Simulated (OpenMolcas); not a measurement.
**Sm V: input and output**

Input:

```
&GATEWAY
Coord
1

Sm 0.0 0.0 0.0
Basis=ANO-RCC-VQZP
Group=XYZ
NoMove
AngMom=0.0 0.0 0.0
AMFI
RX2C
&SEWARD
&RASSCF
FileOrb=start.orb
Symmetry=1
Spin=5
nActEl=4 0 0
Inactive=15 12
Ras2=0 7
CIRoot=35 35 1
SDav=35
CIMx=300
Iter=120 100
PrWF=0.3
OrbListing=Nothing
MaxOrb=0
Atom
>>> COPY $Project.JobIph JOB001
&RASSCF
FileOrb=start.orb
Symmetry=1
Spin=3
nActEl=4 0 0
Inactive=15 12
Ras2=0 7
CIRoot=132 132 1
SDav=210
CIMx=300
Iter=120 100
PrWF=0.3
OrbListing=Nothing
MaxOrb=0
Atom
CIOnly
>>> COPY $Project.JobIph JOB002
&RASSI
NrOfJobIphs=2 21 15
1 2 3 4 5 6 7 8 9 10 11 12 13 14 15 16 17 18 19 20 21
1 2 3 4 5 6 7 8 9 10 11 12 13 14 15
IphNames
JOB001
JOB002
EJob
SpinOrbit
DIPRint=1.0
SOCoupling=1000.0
Subsets=2
MEES
Property=10
'ANGMOM' 1 'ANGMOM' 2 'ANGMOM' 3 'MLTPL  1' 1 'MLTPL  1' 2 'MLTPL  1' 3
'AMFI' 1 'AMFI' 2 'AMFI' 3 'MLTPL  2' 6
SOProperty=3
'ANGMOM' 1 'ANGMOM' 2 'ANGMOM' 3
```

Launched by
```bash
OMP_NUM_THREADS=1 MOLCAS_MEM=2252 MOLCAS_PROJECT=a pymolcas a.inp > a.log  # once for each step of the input, in one work folder
```

A driver script runs the steps one by one and writes start.orb anew before each from the orbitals found so far, so a CI-only block uses the converged orbitals of the first block.

Output, cut to the results:

```
--- SEWARD ---
Basis set label: SM.ANO-RCC...9S8P6D4F3G2H.

      Electronic valence basis set:
      ------------------
      Associated Effective Charge  62.000000 au
      Associated Actual Charge     62.000000 au
      Nuclear Model: Point charge

      Shell  nPrim  nBasis  Cartesian Spherical Contaminant
         s      25       9        X
         p      22       8        X
         d      15       6                 X
         f      11       4                 X
         g       4       3                 X
         h       2       2                 X
RX2C
                  Relativistic X2C integrals
                  Atomic mean-field integrals
--- RASSCF ---
Wave function specifications:
      -----------------------------

      Number of closed shell electrons          54
      Number of electrons in active shells       4
      Max number of holes in RAS1 space          0
      Max nr of electrons in RAS3 space          0
      Number of inactive orbitals               27
      Number of active orbitals                  7
      Number of secondary orbitals             106
      Spin quantum number                      2.0
      State symmetry                             1
Orbital specifications:
      -----------------------

      Symmetry species                           1   2
                                                ag  au
      Frozen orbitals                            0   0
      Inactive orbitals                         15  12
      Active orbitals                            0   7
      RAS1 orbitals                              0   0
      RAS2 orbitals                              0   7
      RAS3 orbitals                              0   0
      Secondary orbitals                        51  55
      Deleted orbitals                           0   0
      Number of basis functions                 66  74
      Number of CSFs                            35
      Number of root(s) required                35
      Iter CI   SX   CI       RASSCF       Energy    max ROT     max BLB   max BLB  Level Ln srch  Step   QN
          iter iter root      energy       change     param      element    value   shift minimum  type update
 Nr of preliminary CI iterations:   1
      Total energies have been shifted. Add               -10000.00 au
        1   1   10    0  -419.60047944    0.00E+00  -1.42E-01*  11  24 2 -5.56E-01*  0.00   0.00    SX    NO
        2   1   12    0  -420.05075588   -4.50E-01*  7.07E-02   15  19 1  2.27E-01*  0.00   0.00    SX    NO
        3   1   11    0  -420.09772207   -4.70E-02* -5.81E-02    9  19 1  1.11E-01*  0.00   0.00    SX    NO
        4   1   11    0  -420.11491715   -1.72E-02* -4.51E-02   15  18 1 -7.85E-02*  0.00   0.00    SX    NO
        5   1   10    0  -420.12123095   -6.31E-03* -1.75E-02   12  27 1 -5.64E-02*  0.00   0.57    LS   YES
        6   1    9    0  -420.12980162   -8.57E-03* -4.03E-03   14  33 2  4.39E-03*  0.00   1.11    QN   YES
        7   1    8    0  -420.12991330   -1.12E-04*  8.31E-04   13  39 2 -8.76E-04*  0.00   0.87    QN   YES
        8   1    8    0  -420.12991849   -5.19E-06* -1.59E-04    9  19 1 -2.24E-04*  0.00   0.84    QN   YES
        9   1    6    0  -420.12991882   -3.34E-07*  4.09E-05   15  48 2 -4.83E-05   0.00   0.87    QN   YES
       10   1    5    0  -420.12991884   -1.52E-08* -4.16E-06    9  19 1  1.06E-05   0.00   0.89    QN   YES
       11   1    3    0  -420.12991884   -4.18E-10   1.63E-07   15  18 1 -1.18E-06   0.00   0.96    QN   YES
      Convergence after 11 iterations
       12   1    3    0  -420.12991884    3.64E-12   1.63E-07   15  19 1 -1.54E-07   0.00   0.96    QN   YES
      Natural orbitals and occupation numbers for root  1
      sym 2:   0.144522   0.293067   0.931230   0.877558   0.666393   0.385278   0.701951
      Natural orbitals and occupation numbers for root  2
      sym 2:   0.202803   0.712976   0.856651   0.285225   0.837532   0.373484   0.731330
      Natural orbitals and occupation numbers for root  3
      sym 2:   0.237239   0.801604   0.275289   0.889702   0.305196   0.785745   0.705226
::    RASSCF root number  1 Total energy: -10420.20610525
::    RASSCF root number  2 Total energy: -10420.20610525
::    RASSCF root number  3 Total energy: -10420.20610525
::    RASSCF root number  4 Total energy: -10420.20610525
::    RASSCF root number  5 Total energy: -10420.20610525
::    RASSCF root number  6 Total energy: -10420.20610525
::    RASSCF root number  7 Total energy: -10420.20610525
...
--- RASSI ---
SPIN-FREE ENERGIES:
  (Shifted by EMIN (a.u.) =     -10420.2061052473)

 SF State       Relative EMIN(au)   Rel lowest level(eV)    D:o, cm**(-1)      L_eff

     1             0.0000000000        0.0000000000              0.0000         6.0
     2             0.0000000000        0.0000000000              0.0000         6.0
     3             0.0000000000        0.0000000000              0.0000         6.0
     4             0.0000000000        0.0000000000              0.0000         6.0
     5             0.0000000000        0.0000000000              0.0000         6.0
     6             0.0000000000        0.0000000000              0.0000         6.0
     7             0.0000000000        0.0000000000              0.0000         6.0
     8             0.0000000000        0.0000000000              0.0000         6.0
     9             0.0000000000        0.0000000000              0.0000         6.0
    10             0.0000000000        0.0000000000              0.0000         6.0
    11             0.0000000000        0.0000000000              0.0000         6.0
    12             0.0000000000        0.0000000000              0.0000         6.0
    13             0.0000000000        0.0000000000              0.0000         6.0
    14             0.0761864085        2.0731377896          16720.9839         2.9
    15             0.0761864085        2.0731377896          16720.9839         2.8
    16             0.0761864085        2.0731377896          16720.9839         3.0
    17             0.0761864085        2.0731377896          16720.9839         1.6
    18             0.0761864085        2.0731377896          16720.9839         3.0
    19             0.0761864085        2.0731377896          16720.9839         3.0
    20             0.0761864085        2.0731377896          16720.9839         2.8
    21             0.0761864085        2.0731377896          16720.9839         3.0
...
```

Levels above the lowest, from the spin-orbit matrix, grouped by J:

| Configuration | Term | J | E (cm-1) | Term weight % | Second |
| --- | --- | --- | --- | --- | --- |
| 4f4 | 5I | 4 | 0.0 | 100 |  |
| 4f4 | 5I | 5 | 1716 | 100 |  |
| 4f4 | 5I | 6 | 3688 | 100 |  |
| 4f4 | 5I | 7 | 5873 | 98 |  |
| 4f4 | 5I | 8 | 8228 | 96 | 4 3K |
| 4f4 | 5F | 1 | 18780 | 100 |  |
| 4f4 | 5F | 2 | 19466 | 100 |  |
| 4f4 | 5F | 3 | 20495 | 100 |  |

High states are left out of the spin-orbit mixing, which shifts the levels that they would mix with. Without dynamic correlation excited terms often stand tens of per cent too high (terms of higher spin than the ground term too low), and those without a measured partner can miss by more than the paired ones. Only configurations of the active space appear. The first state left out of the spin-orbit step lies near 26000 cm-1 above the lowest spin-free state of the reference (among the parities and spins computed), and the list stops at four fifths of that energy or lower.

The RASSCF and RASSI steps took 41 s on 1 thread of Arm Neoverse V2 (shared host); the integral step is not counted.

The term weight is that of the spin-free term in the level, not the purity of its configuration.
